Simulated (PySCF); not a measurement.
1,3-disilylpropan-2-ylsilane (C3H14Si3), SMILES C([SiH3])C([SiH3])C[SiH3].

Geometry: B3LYP-D3(BJ)/def2-SVP. One conformer was computed; it need not be the lowest.

Two levels are set side by side: TDA-PBE/def2-SVPD (PySCF) and TDA-LC-ωPBE/def2-SVPD (PySCF). Vertical, same geometry. The lowest singlet is HOMO→LUMO 98 % with PBE and HOMO→LUMO 63 %, HOMO→LUMO+3 12 % with the other functional; states are paired by order. Differences are taken from unrounded values.

```
quantity                               TDA-LC-ωPBE
-------------------------------------  -----------
lowest singlet excitation (eV)                7.89
lowest triplet excitation (TDA) (eV)          7.36
first bright state (f over 0.05) (eV)         8.37
its oscillator strength                       0.10
```

### Question
What does TDA-PBE give, and how far is it from TDA-LC-ωPBE? (Estimate from the structure and the level; the computed values follow.)

### Answer

| quantity | TDA-PBE | TDA-PBE minus TDA-LC-ωPBE |
|---|---|---|
| lowest singlet excitation (eV) | 6.11 | -1.77 |
| lowest triplet excitation (TDA) (eV) | 5.90 | -1.46 |
| first bright state (f over 0.05) (eV) | 6.80 | -1.58 |
| its oscillator strength | 0.05 | -0.05 |

A lower first singlet is the usual sign of a functional without exact exchange. Differences between two approximate levels are no errors against the true value.

Rough cost on one machine, each run with all the roots and properties that it gave: TDA-LC-ωPBE against TDA-PBE about 5 times.
